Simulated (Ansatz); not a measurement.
Gas-phase electronic energies from Ansatz, PBE0-D4/def2-TZVP geometries. CCSD(T)/CBS adds triple-zeta CCSD(T) − MP2 to the extrapolated MP2 energy (def2 sets, frozen cores). This one scheme is used for every species. DFT in def2-TZVPP. def2 core potentials past Kr. For As, Sn outer-core shells are correlated without core-valence functions, which leaves a few kJ/mol of doubt a bond. Scalar relativity is left out up to krypton.

Reaction (cleavage of the Sn–As bond): `[F][SnH2][AsH2]` + H–F → `[F][SnH2][F]` + arsine

Is it downhill or uphill in electronic energy at CCSD(T)/CBS, and by how much? (Best estimate.)

Computed: Uphill: ΔE = +3.9 kJ/mol.

What do these levels give: PBE-QIDH, RPA@PBE/def2-TZVPP, MP2/def2-SVP, CCSD(T)/def2-TZVPP, HF/def2-QZVPP, HF/CBS(def2)? (Best estimate.)

Computed: PBE-QIDH 5.1, RPA@PBE/def2-TZVPP -6.3, MP2/def2-SVP -13.2, CCSD(T)/def2-TZVPP -0.7, HF/def2-QZVPP -22.3, HF/CBS(def2) -22.8 kJ/mol.

Largest T1 diagnostic among the species: 0.014.

From r2SCAN to r2SCAN0 (25 % exact exchange), in def2-TZVPP and without D4, ΔE moves by +7.3 kJ/mol. In def2-TZVPP, CCSD(T) changes the Hartree–Fock value by +18.0 kJ/mol (the triples alone add +1.6 kJ/mol) and MP2 by +25.2 kJ/mol.
